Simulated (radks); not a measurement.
Polarisability of the boron ion B+, [He] 2s2, at imaginary frequency. Calculated with a radial shooting solver on a logarithmic mesh with Libxc functionals: scalar-relativistic Kohn-Sham, PBE, spin-unpolarised, spherical densities, finite nucleus; Fermi nuclear charge, rms radius 2.406 fm. Response by self-consistent Sternheimer equations with the Hartree and adiabatic LDA kernel, the relativistic mass of each level held fixed and spin-orbit coupling left out.

w (hartree)  alpha1(iw) (bohr^3)  alpha2(iw) (bohr^5)
0.00266                    10.53                29.18
0.0143                     10.51                29.17
0.0360                     10.40                29.10
0.0697                     10.08                28.88
0.118                      9.333                28.33
0.186                      8.010                27.17
0.280                      6.184                24.99
0.413                      4.244                21.43
0.605                      2.619                16.52
0.892                      1.479                11.05
1.35                      0.7695                6.257
2.12                      0.3634                2.939
3.59                      0.1506                1.109
6.94                     0.05100               0.3088
17.5                     0.01069              0.04973

Static values: alpha1 = 10.53 bohr^3 (1.560 angstrom^3; uncoupled 19.56), alpha2 = 29.19 bohr^5, alpha3 = 180.8 bohr^7. C6 = 28.39, C8 = 531.4, triple-dipole C9 = 220.3 atomic units. One-pole (London) frequency 4 C6 / (3 alpha1^2) = 0.341 hartree, against 0.717 for minus the highest occupied eigenvalue.
